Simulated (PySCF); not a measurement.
**Excitation energy of In+ by level of theory**

In+ [Kr] 4d10 5s2 (1S) → In+ [Kr] 4d10 5s1 5d1 (3D), as a difference of total energies. Calculation: PySCF 2.14, in aug-cc-pVQZ-DK3 (9s8p6d3f2g, 102 functions); the spin-free X2C one-electron Hamiltonian (Gaussian nucleus). Correlated levels: valence: [Kr] 4d10 frozen. The calculations carry no spin-orbit coupling.

```json
{"method": "UHF", "excitation energy (cm⁻¹)": "89699"}
{"method": "MP2 (valence)", "excitation energy (cm⁻¹)": "94134"}
{"method": "SCS-MP2 (valence)", "excitation energy (cm⁻¹)": "95787"}
{"method": "CCSD (valence)", "excitation energy (cm⁻¹)": "95437"}
```

Errors of the correlated levels include the incompleteness of this basis and the frozen core.

With two correlated electrons CCSD is exact in that space.

Problem. Which method comes closest to the reference value, and which is furthest?

Solution. The reference is 102220 cm⁻¹ (measured; NIST levels, between the centres of gravity of the two terms). Closest: SCS-MP2 (valence) (error -6432.6 cm⁻¹); furthest: UHF (error -12520 cm⁻¹).
